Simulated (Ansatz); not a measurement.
# Two structures, one formula

The two ends of one reaction step of SiNH$_{6}$Cl$_{2}$F, closed shell (PBE0-D4/def2-TZVP).

A:

```
11
angstrom
Si -0.8424 -0.6887 -0.3138
H 0.2092 -0.3070 -1.2990
Cl -2.2323 -1.3730 -1.7483
Cl -0.5022 -2.4567 0.7096
H -1.7001 0.3195 0.3366
H 0.8475 1.1263 0.8131
N 0.6407 0.1648 1.0727
H 0.7111 1.3334 -1.5249
F 1.0710 2.0938 -1.1275
H 1.5088 -0.3600 1.0580
H 0.2887 0.1476 2.0236
```

B:

Si1  (-0.824, -0.881, 0.403)
H2  (-0.738, 1.596, -2.632)
Cl3  (-0.315, -1.902, -1.275)
Cl4  (-1.876, -2.122, 1.641)
H5  (-1.675, 0.275, 0.092)
H6  (1.313, 0.913, 0.109)
N7  (0.654, -0.334, 1.111)
H8  (-0.131, 1.723, -2.214)
F9  (1.643, 1.629, -0.421)
H10  (1.387, -1.030, 1.179)
H11  (0.561, 0.133, 2.007)
(Å)

Computed with Ansatz 0.2.0 (basis: def2-TZVPP); correlated methods freeze the cores. B3LYP uses VWN-RPA correlation.

Q: Which structure is lower at CCSD(T), and by how much? (An estimate is asked for; the value comes from the calculation.)

A: The calculation gives: B, by 44.3 kJ/mol (electronic energy, against the other). By their contacts, A is a complex of SiNH₅Cl₂ ([NH3][SiH2]([Cl])[Cl]) + HF and B is a complex of SiNH₃Cl₂ ([NH2][SiH]([Cl])[Cl]) + HF + H₂.

All methods give the same order:

```
      method  E(B) − E(A) (kJ/mol)
       SPW92                 -25.1
      PBE-D4                 -39.8
     BLYP-D4                 -52.3
   r2SCAN-D4                 -44.6
      B97M-V                 -40.0
     PBE0-D4                 -38.7
    B3LYP-D4                 -50.0
  r2SCAN0-D4                 -42.6
    BHLYP-D4                 -48.2
CAM-B3LYP-D4                 -48.6
     wB97X-V                 -43.1
     wB97M-V                 -41.8
      B2PLYP                 -49.6
    PBE-QIDH                 -41.0
  RPA on PBE                 -44.1
          HF                 -56.3
         MP2                 -49.0
        CCSD                 -44.4
     CCSD(T)                 -44.3
```

No T1 diagnostic of these runs exceeds 0.009.

Labels in which every atom is bracketed show which atoms are joined, not bond orders.

For scale, one of the runs: CCSD(T)/def2-TZVPP, 272 basis functions, launched by `ansatz run in.yaml --threads 8 --pin off --events-out ev --progress --plain --max-ram 19148MiB`. Hardware: 8 CPU threads of an Arm Neoverse V1, shared host. Wall time 3 min; peak host memory 7 GiB.
